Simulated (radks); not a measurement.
Problem. The mean radii <r> (bohr) of the occupied orbitals of an atom or ion are listed with their occupations. Method: Dirac Kohn-Sham, PBE, spin-unpolarised, spherical densities, finite nucleus; Fermi nuclear charge, rms radius of each element as measured or else 0.836 A^(1/3) + 0.57 fm; computed with a radial shooting solver on a logarithmic mesh with Libxc functionals.

| orbital | occ. | <r> |
|---|---|---|
| 1s1/2 | 2 | 0.03517 |
| 2s1/2 | 2 | 0.1534 |
| 2p1/2 | 2 | 0.1308 |
| 2p3/2 | 4 | 0.1353 |
| 3s1/2 | 2 | 0.4287 |
| 3p1/2 | 2 | 0.4233 |
| 3p3/2 | 4 | 0.4339 |
| 3d3/2 | 4 | 0.4132 |
| 3d5/2 | 6 | 0.4167 |
| 4s1/2 | 2 | 1.108 |
| 4p1/2 | 2 | 1.217 |
| 4p3/2 | 4 | 1.249 |
| 5s1/2 | 1 | 3.602 |
| 4d3/2 | 4 | 1.988 |
| 4d5/2 | 1 | 2.021 |

Name the element and its charge. Open shells, if any, fill j = l - 1/2 first.

Solution. Z = 42, molybdenum, charge 0: Mo in [Kr] 4d5 5s1. The 1s radius gives Z: for a bare nucleus <r> = (2 gamma + 1)/(2Z) with gamma = sqrt(1 - (Z/c)^2), 0.03457 bohr for Z = 42, and screening makes it slightly larger (0.03517 here). The occupations add up to 42, and the charge is Z minus that.
